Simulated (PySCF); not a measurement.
ammonium (H₄N), SMILES [NH4+], charge +1.

Geometry: B3LYP-D3(BJ)/def2-TZVPD.

Two levels are set side by side: TDDFT-PBE/def2-TZVPD (PySCF) and TDDFT-B3LYP/def2-TZVPD (PySCF). Vertical, same geometry. The lowest singlet is HOMO−1→LUMO 99 % with PBE and HOMO−1→LUMO 100 % with the other functional; states are paired by order. Differences are taken from unrounded values.

| quantity | TDDFT-B3LYP | TDDFT-PBE | TDDFT-PBE minus TDDFT-B3LYP |
|---|---|---|---|
| lowest singlet excitation (eV) | 14.76 | 14.44 | -0.31 |
| lowest triplet excitation (TDA) (eV) | 13.88 | 13.65 | -0.23 |
| first bright state (f over 0.05) (eV) | 14.76 | 14.44 | -0.31 |
| its oscillator strength | 0.13 | 0.12 | -0.01 |

Rough cost on one machine, each run with all the roots and properties that it gave: TDDFT-B3LYP against TDDFT-PBE about 2 times.
